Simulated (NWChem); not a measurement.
System: CrNH3SO2; SMILES [NH2][Cr](=[O])(=[O])[SH]

Input file for NWChem:

```
start job
memory heap 200 mb stack 900 mb global 1100 mb
geometry units angstroms noautoz
  Cr    -0.001775    -0.346185     0.114691
  O      1.281362    -0.729477     0.867864
  O     -1.298332    -0.728368     0.841712
  N      0.043258    -1.093184    -1.485637
  H      0.890598    -1.475277    -1.896667
  H     -0.800826    -1.358038    -1.986839
  S     -0.118385     1.860043    -0.032721
  H      1.185927     1.986838    -0.371266
end
basis spherical
  Cr library def2-svp
  O library def2-svp
  N library def2-svp
  H library def2-svp
  S library def2-svp
end
dft
  xc mn15-l
  iterations 150
  mulliken
end
task dft energy
```

Excerpt of the output:

```
             Northwest Computational Chemistry Package (NWChem) 7.3.0
             --------------------------------------------------------

 C1  symmetry detected

                             Geometry "geometry" -> ""
                             -------------------------

 Output coordinates in angstroms (scale by  1.889725989 to convert to a.u.)

  No.       Tag          Charge          X              Y              Z
 ---- ---------------- ---------- -------------- -------------- --------------
    1 Cr                  24.0000     0.10983275     0.36180128    -0.00047115
    2 O                    8.0000     0.72551649     0.78364704     1.34251157
    3 O                    8.0000     0.99708691     0.64911525    -1.21945193
    4 N                    7.0000    -1.45193158     1.16808622    -0.17902636
    5 H                    1.0000    -1.94140930     1.60855764     0.59513272
    6 H                    1.0000    -1.84075424     1.40674087    -1.08770110
    7 S                   16.0000    -0.11643093    -1.84064719    -0.02867886
    8 H                    1.0000    -0.60823351    -1.88687602     1.23144518

 Effective nuclear repulsion energy (a.u.)     414.6445227592

                                 NWChem DFT Module
                                 -----------------

 Summary of "ao basis" -> "ao basis" (spherical)
 ------------------------------------------------------------------------------
       Tag                 Description            Shells   Functions and Types
 ---------------- ------------------------------  ------  ---------------------
 Cr                         def2-svp                11       31   5s3p2d1f
 O                          def2-svp                 6       14   3s2p1d
 N                          def2-svp                 6       14   3s2p1d
 H                          def2-svp                 3        5   2s1p
 S                          def2-svp                 8       18   4s3p1d

            General Information
            -------------------
          SCF calculation type: DFT
          Wavefunction type:  closed shell.
          No. of atoms     :     8
          No. of electrons :    66
           Alpha electrons :    33
            Beta electrons :    33
          Charge           :     0
          Spin multiplicity:     1
          Use of symmetry is: off; symmetry adaption is: off
          Maximum number of iterations: 150
          AO basis - number of functions:   106
                     number of shells:    46
          Convergence on energy requested:  1.00D-06
          Convergence on density requested:  1.00D-05
          Convergence on gradient requested:  5.00D-04

              XC Information
              --------------
                       MN15-L Method XC Functional
                        MN15-L Exchange Functional  1.000
                      MN15-L Correlation Potential  1.000

             Grid Information
             ----------------
          Grid used for XC integration:  medium
          Radial quadrature: Mura-Knowles
          Angular quadrature: Lebedev.
          Tag              B.-S. Rad. Rad. Pts. Rad. Cut. Ang. Pts.
          ---              ---------- --------- --------- ---------
          Cr                  1.40      112           9.0       590
          O                   0.60       49          10.0       434
          N                   0.65       49          10.0       434
          H                   0.35       45          11.0       434
          S                   1.00       88          11.0       590
          Grid pruning is: on
          Number of quadrature shells:   482
          Spatial weights used:  Erf1

      Superposition of Atomic Density Guess
      -------------------------------------

 Sum of atomic energies:       -1645.50427558

      Non-variational initial energy
      ------------------------------

 Total energy =   -1646.047183
 1-e energy   =   -3089.540137
 2-e energy   =    1028.848432
 HOMO         =      -0.325547
 LUMO         =      -0.066421

     ---------------------------------------------
      Total Density - Mulliken Population Analysis
     ---------------------------------------------

    Atom       Charge   Shell Charges
 -----------   ------   -------------------------------------------------------
    1 Cr  24    21.14   2.00  2.00  2.01  0.27  0.02  6.00  6.03  0.44  1.49  0.86  0.02
    2 O    8     9.15   1.99  1.17  0.77  3.22  1.99  0.01
    3 O    8     9.15   1.99  1.17  0.77  3.21  1.99  0.01
    4 N    7     7.84   1.99  1.04  0.48  2.63  1.70  0.00
    5 H    1     0.74   0.58  0.12  0.04
    6 H    1     0.74   0.58  0.12  0.04
    7 S   16    16.47   2.00  1.99  1.21  0.62  5.94  1.85  2.84  0.02
    8 H    1     0.78   0.57  0.18  0.03

   convergence    iter        energy       DeltaE   RMS-Dens  Diis-err
 ---------------- ----- ----------------- --------- --------- ---------
 d= 0,ls=0.0,diis     1  -1647.7872730411 -2.06D+03  5.51D-02  9.93D+00
 d= 0,ls=0.0,diis     2  -1630.2171814899  1.76D+01  4.95D-02  9.26D+01
 d= 0,ls=0.0,diis     3  -1648.3680136567 -1.82D+01  2.10D-02  4.40D+00
 d= 0,ls=0.0,diis     4  -1648.5046469304 -1.37D-01  1.11D-02  3.21D+00
 d= 0,ls=0.0,diis     5  -1648.9055819756 -4.01D-01  6.51D-03  1.64D-01
 d= 0,ls=0.0,diis     6  -1648.8464117379  5.92D-02  4.05D-03  7.14D-01
 d= 0,ls=0.0,diis     7  -1648.9204768190 -7.41D-02  1.58D-03  4.74D-02
  Resetting Diis
 d= 0,ls=0.0,diis     8  -1648.9261516218 -5.67D-03  3.01D-04  1.41D-02
 d= 0,ls=0.0,diis     9  -1648.9253713623  7.80D-04  4.13D-03  2.42D-02
 d= 0,ls=0.0,diis    10  -1648.8000113631  1.25D-01  3.55D-03  1.64D+00
 d= 0,ls=0.0,diis    11  -1648.9272630959 -1.27D-01  1.88D-04  1.26D-03
 d= 0,ls=0.0,diis    12  -1648.9273487335 -8.56D-05  7.41D-05  4.81D-04
 d= 0,ls=0.0,diis    13  -1648.9273879253 -3.92D-05  2.80D-05  3.50D-05
 d= 0,ls=0.0,diis    14  -1648.9273906779 -2.75D-06  1.20D-05  7.11D-06
 d= 0,ls=0.0,diis    15  -1648.9273913210 -6.43D-07  5.03D-06  2.53D-07

         Total DFT energy =    -1648.927391321050
      One electron energy =    -3091.396771991939
           Coulomb energy =     1126.566516080131
    Exchange-Corr. energy =      -98.741658168433
 Nuclear repulsion energy =      414.644522759191

 Numeric. integr. density =       66.000012509756

                       DFT Final Molecular Orbital Analysis
                       ------------------------------------

 Vector   31  Occ=2.000000D+00  E=-3.055156D-01
              MO Center=  4.2D-01, -4.6D-01, -1.1D-01, r^2= 3.8D+00
   Bfn.  Coefficient  Atom+Function         Bfn.  Coefficient  Atom+Function
  ----- ------------  ---------------      ----- ------------  ---------------
    95      0.314791  7 S  py                35      0.298901  2 O  px
    49     -0.253182  3 O  px                92      0.252642  7 S  py
    50     -0.242072  3 O  py                38      0.228021  2 O  px
    52     -0.202131  3 O  px                53     -0.185109  3 O  py
    87     -0.183542  7 S  s                 89      0.146501  7 S  py

 Vector   32  Occ=2.000000D+00  E=-3.033343D-01
              MO Center= -6.0D-01,  5.5D-01, -5.5D-02, r^2= 3.1D+00
   Bfn.  Coefficient  Atom+Function         Bfn.  Coefficient  Atom+Function
  ----- ------------  ---------------      ----- ------------  ---------------
    64      0.356934  4 N  py                67     -0.292892  4 N  py
    37      0.207780  2 O  pz                51     -0.207967  3 O  pz
    63      0.202589  4 N  px                66     -0.180391  4 N  px
    15      0.178683  1 Cr d -2              94     -0.170175  7 S  px
    40      0.162282  2 O  pz                54     -0.161964  3 O  pz

 Vector   33  Occ=2.000000D+00  E=-2.436404D-01
              MO Center= -3.2D-01, -1.1D+00, -1.2D-02, r^2= 3.3D+00
   Bfn.  Coefficient  Atom+Function         Bfn.  Coefficient  Atom+Function
  ----- ------------  ---------------      ----- ------------  ---------------
    94      0.537181  7 S  px                91      0.368478  7 S  px
    64      0.224040  4 N  py                88      0.211344  7 S  px
    96      0.209447  7 S  pz                67     -0.206476  4 N  py
    63      0.146890  4 N  px                93      0.140467  7 S  pz
    66     -0.129592  4 N  px                36      0.125972  2 O  py

 Vector   34  Occ=0.000000D+00  E=-1.496247D-01
              MO Center= -1.7D-02,  3.7D-01, -5.7D-02, r^2= 2.0D+00
   Bfn.  Coefficient  Atom+Function         Bfn.  Coefficient  Atom+Function
  ----- ------------  ---------------      ----- ------------  ---------------
    15      0.585523  1 Cr d -2              19      0.355455  1 Cr d  2
    67      0.202140  4 N  py                94      0.200553  7 S  px
    16     -0.194864  1 Cr d -1              50     -0.190240  3 O  py
    53     -0.178154  3 O  py                64     -0.178623  4 N  py
    20      0.175819  1 Cr d -2              18     -0.160337  1 Cr d  1

 Vector   35  Occ=0.000000D+00  E=-1.447167D-01
              MO Center=  2.7D-01,  4.5D-01,  3.3D-02, r^2= 1.7D+00
   Bfn.  Coefficient  Atom+Function         Bfn.  Coefficient  Atom+Function
  ----- ------------  ---------------      ----- ------------  ---------------
    16      0.647665  1 Cr d -1              18      0.267898  1 Cr d  1
    36     -0.267082  2 O  py                39     -0.253283  2 O  py
    50      0.224148  3 O  py                53      0.212956  3 O  py
    21      0.192440  1 Cr d -1              17     -0.172925  1 Cr d  0
    19      0.165775  1 Cr d  2              49     -0.139512  3 O  px

[...]
```

Level: MN15-L/def2-SVP. The geometry was optimised at PBE0/def2-SVP. No frequency run checked for a minimum.
